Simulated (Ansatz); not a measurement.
The inner images of a band of C₂H₃BF (7 atoms, charge 0, multiplicity 2) are given out of order.

Level of theory: Ansatz, UKS PBE0/def2-SVP.

First end point:

```xyz
7
Properties=species:S:1:pos:R:3
B -0.946 0.446 -1.084
C -0.057 0.374 0.143
C 0.600 -0.772 0.394
F 1.394 -0.936 1.430
H -1.619 1.355 -1.501
H 0.092 1.200 0.853
H 0.537 -1.668 -0.234
```

Last end point:

```xyz
7
Properties=species:S:1:pos:R:3
B -1.167 0.649 -0.712
C -0.042 0.425 0.216
C 0.655 -0.713 0.458
F 0.425 -1.819 -0.252
H -1.504 1.030 -1.795
H 0.207 1.276 0.866
H 1.426 -0.848 1.221
```

Task: Put them in order from the first end to the last, with their energies above the first end.
A.
```xyz
7
Properties=species:S:1:pos:R:3
B -1.079 0.795 -0.756
C -0.135 0.019 -0.152
C 0.718 -0.939 0.400
F 0.936 -0.957 1.716
H -1.830 1.614 -1.169
H 0.093 1.150 0.113
H 1.296 -1.682 -0.152
```
B.
```xyz
7
Properties=species:S:1:pos:R:3
B -1.153 0.736 -0.698
C -0.131 0.055 -0.093
C 0.769 -0.844 0.479
F 0.357 -1.716 1.396
H -1.883 1.507 -1.225
H 0.205 1.174 -0.115
H 1.836 -0.912 0.256
```
C.
```xyz
7
Properties=species:S:1:pos:R:3
B -1.136 0.784 -0.654
C -0.165 0.007 -0.119
C 0.740 -0.919 0.425
F 0.710 -1.198 1.727
H -1.893 1.573 -1.113
H 0.182 1.162 -0.162
H 1.562 -1.409 -0.104
```
D.
```xyz
7
Properties=species:S:1:pos:R:3
B -1.151 0.679 -0.763
C -0.029 0.305 0.064
C 0.684 -0.775 0.504
F 0.426 -2.013 0.083
H -1.731 1.266 -1.622
H 0.274 1.258 0.538
H 1.527 -0.720 1.195
```
E.
```xyz
7
Properties=species:S:1:pos:R:3
B -1.032 0.789 -0.874
C -0.086 0.106 -0.112
C 0.698 -0.919 0.384
F 1.142 -0.853 1.641
H -1.782 1.587 -1.330
H 0.007 1.086 0.452
H 1.053 -1.795 -0.160
```
F.
```xyz
7
Properties=species:S:1:pos:R:3
B -1.016 0.545 -1.134
C -0.046 0.265 -0.007
C 0.637 -0.831 0.377
F 1.238 -0.852 1.554
H -1.700 1.532 -1.302
H 0.069 1.110 0.678
H 0.819 -1.769 -0.167
```
G.
```xyz
7
Properties=species:S:1:pos:R:3
B -1.113 0.698 -0.820
C -0.070 0.168 -0.042
C 0.723 -0.805 0.530
F 0.302 -2.059 0.670
H -1.862 1.429 -1.378
H 0.269 1.216 0.177
H 1.751 -0.647 0.863
```

Result: F (+0.20 eV), E (+0.46 eV), A (+0.70 eV), C (+0.81 eV), B (+0.69 eV), G (+0.40 eV), D (+0.19 eV).

The run took 3.3 min on 2 threads of Intel(R) Xeon(R) Platinum 8488C (Sapphire Rapids) (shared host), peak memory 0.19 GiB.
